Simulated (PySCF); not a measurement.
Compound: C₄H₁₂OP₂Si.
Z-matrix (Å and degrees, PBE0-D3(BJ)/def2-SVP geometry), rows numbered from 1:
```
C 
C   1  1.5039
O   2  1.2097  1  122.54
C   2  1.5117  1  117.11  3   177.93
P   4  1.8777  2  109.12  1  -105.80
P   5  2.2381  4   97.66  2   -72.40
C   5  1.8640  4   99.09  2  -173.00
Si  7  1.8947  5  121.17  4    62.96
H   1  1.1016  2  110.23  3   120.88
H   1  1.1024  2  109.42  3  -121.78
H   1  1.0969  2  110.14  3    -0.71
H   4  1.1013  2  111.99  1    12.47
H   4  1.1014  2  108.75  1   133.53
H   6  1.4248  5   95.00  4    93.91
H   6  1.4337  5   91.88  4  -172.60
H   7  1.1041  5  105.93  4   -61.45
H   7  1.1039  5  106.58  4  -173.24
H   8  1.4966  7  108.38  5  -165.74
H   8  1.4934  7  111.74  5   -46.56
H   8  1.4921  7  110.79  5    75.51
```

Method: PySCF 2.14.0, PBE0-D3(BJ)/def2-SVP geometry optimisation, gas phase.

Take the most abundant isotopes and a rigid rotor. The values belong to one conformer with, in the numbering `[CH3:1][C:2](=[O:3])[CH2:4][P:5]([PH2:6])[CH2:7][SiH3:8]`, C1–C2–C4–P5 -106°, C2–C4–P5–P6 -72°, C4–P5–P6–H 94° and -173°, C4–P5–C7–Si8 63°.

Problem. What are A, B and C (GHz)?

Solution. Ia = 285.80, Ib = 721.46, Ic = 826.53 u·Å²; 505379 MHz·u·Å²/I gives 1768, 700.5 and 611.4 MHz, that is A = 1.7683, B = 0.7005, C = 0.6114 GHz.

Problem. Classify the top.

Solution. An asymmetric top. Ray's parameter κ = (2B − A − C)/(A − C) = -0.846; −1 is the prolate and +1 the oblate limit.

Problem. Is it planar, by Δ = Ic − Ia − Ib?

Solution. Not planar: Δ = Ic − Ia − Ib = -180.73 u·Å². For a rigid frame Δ = −2 Σ m c², so Σ m c² = 90.36 u·Å² lies off the ab plane: 13.76 from hydrogen and 76.61 from heavier atoms. The atom farthest from that plane is 1.99 Å away.

Problem. Give the other two planar moments, Paa and Pbb, and the rms extents of the mass along the axes.

Solution. Paa = Σ m a² = (Ib + Ic − Ia)/2 = 631.10 and Pbb = Σ m b² = (Ia + Ic − Ib)/2 = 195.44 u·Å². With the mass M = 166.01 u, the rms extents √(P/M) along a, b and c are 1.95, 1.09, 0.74 Å.

Problem. Where do the levels up to J = 2 lie, in K?

Solution. Above 0(0,0), as E/k:
J = 1: 1(0,1) 0.063, 1(1,1) 0.114, 1(1,0) 0.118
J = 2: 2(0,2) 0.189, 2(1,2) 0.236, 2(1,1) 0.249, 2(2,1) 0.402, 2(2,0) 0.403
The levels of one J sum to (2J + 1)J(J + 1)(A + B + C)/3.

Problem. Which types of transition are allowed, and where do some lines up to J = 4 fall?

Solution. The dipole components are |μa| = 0.17 D, |μb| = 2.77 D, |μc| = 1.31 D. Intensities carry the squares of the components, which stand as 0.00 : 1.00 : 0.22 (a : b : c). Some lines, for components of 0.1 D or more:

```csv
type,branch,"J(Ka,Kc)",MHz,lower level (cm⁻¹)
a,Q,"3(1,2) ← 3(1,3)",534,0.291
b,R,"3(1,2) ← 2(2,1)",863,0.280
a,Q,"4(1,3) ← 4(1,4)",889,0.459
b,R,"2(0,2) ← 1(1,1)",1551,0.079
c,R,"1(1,0) ← 0(0,0)",2469,0.000
a,R,"2(1,1) ← 1(1,0)",2713,0.082
c,Q,"4(2,3) ← 4(1,3)",2902,0.489
c,Q,"2(2,1) ← 2(1,1)",3203,0.173
b,R,"2(1,2) ← 1(0,1)",3603,0.044
c,R,"2(1,1) ← 1(0,1)",3870,0.044
a,R,"3(0,3) ← 2(0,2)",3915,0.131
a,R,"4(1,4) ← 3(1,3)",5060,0.291
a,R,"4(2,3) ← 3(2,2)",5244,0.411
a,R,"4(2,2) ← 3(2,1)",5296,0.412
a,R,"4(1,3) ← 3(1,2)",5415,0.308
b,Q,"3(3,0) ← 3(2,1)",5539,0.412
b,Q,"3(3,1) ← 3(2,2)",5565,0.411
b,Q,"4(3,2) ← 4(2,3)",5579,0.586
c,R,"3(2,2) ← 2(1,2)",7406,0.164
b,Q,"4(4,0) ← 4(3,1)",7776,0.772
b,R,"3(3,0) ← 2(2,1)",9501,0.280
b,R,"4(3,2) ← 3(2,1)",10796,0.412
b,R,"4(4,0) ← 3(3,1)",13035,0.597
```

Problem. Estimate the classical rotational partition function at 50 K, 100 K and 200 K.

Solution. Point group C1, symmetry number σ = 1; q = (√π/σ)·√((kT/h)³/(ABC)), k/h = 20836.6 MHz/K: 68500 at 50 K, 194000 at 100 K, 548000 at 200 K.

PBE0-D3(BJ)/def2-SVP frequencies: not computed here. No vibrational averaging or centrifugal distortion is included, and the geometry carries the error of its method. A rigid rotor knows nothing of internal rotation, which can split or shift real lines.

The run took 2.5 min wall on one thread, Intel Xeon Platinum 8488C (x86_64), no GPU, shared host, and the process peaked at 0.88 GiB of memory. That covers the optimisation of the geometry.
